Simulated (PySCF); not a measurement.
## A search over the determinants of SbS

Unrestricted PBE0; Sb def2-SVPD with ECP28, S def2-SVPD; scalar-relativistic core potentials (PySCF 2.14). Outer shells of the fragments: Sb 4d10 5s2 5p3; S 3s2 3p4.

Followed along the bond (rough minima from three points):

| 2Ms+1 | unpaired | ⟨S²⟩ at the start | R at minimum (Å) | Te (eV) |
| --- | --- | --- | --- | --- |
| 2 | π ↑ | 0.79 | 2.24 | 0.00 |
| 4 | π ↑↑↑ | 3.76 | none in the scan | ≤ 1.37 |
| 6 | σ ↑, π ↑↑↑↑ | 8.75 | none in the scan | ≤ 5.05 |

Solutions found at the starting distance of 2.350 Å, counted from the lowest of them; the search is not exhaustive and high or unbound solutions are not listed, so other states can lie among these:

| 2Ms+1 | unpaired | term | E (eV) | ⟨S²⟩ | ⟨Lz²⟩ | μ (D) |
| --- | --- | --- | --- | --- | --- | --- |
| 2 | π ↑ | ²Π | 0.00 | 0.79 | 1.01 | -2.96 |
| 4 | π ↑↑↑ | ⁴Π | 1.35 | 3.76 | 1.01 | -0.97 |
| 2 | π ↑↑↓ | mixed | 1.70 | 1.76 | 3.02 | -0.95 |
| 4 | σ ↑, π ↑↑ | ⁴Σ⁻ | 2.39 | 3.76 | 0.00 | -2.34 |
| 2 | σ ↓, π ↑↑ | mixed | 2.86 | 1.76 | 0.00 | -2.32 |
| 2 | π ↑ | mixed | 2.88 | 0.75 | 3.01 | -0.93 |
| 2 | σ ↑ | ²Σ⁺ | 3.09 | 0.88 | 0.00 | -1.58 |
| 4 | σ ↑, π ↑↑ | mixed | 4.33 | 3.76 | 2.01 | -0.40 |
| 2 | σ ↓, π ↑↑ | mixed | 4.74 | 1.76 | 2.01 | -0.18 |
| 4 | σ ↑, π ↑↑ | mixed | 4.75 | 3.76 | 2.01 | -0.72 |

A term symbol is given only where ⟨S²⟩ and ⟨Lz²⟩ are close to those of a pure state; real π, δ and φ orbitals otherwise mix terms. A positive dipole means Sb(−)S(+).

Spin–orbit coupling is left out. Counting both spins, an empty level lies below a filled one in some of these solutions, because spin and occupation are held.
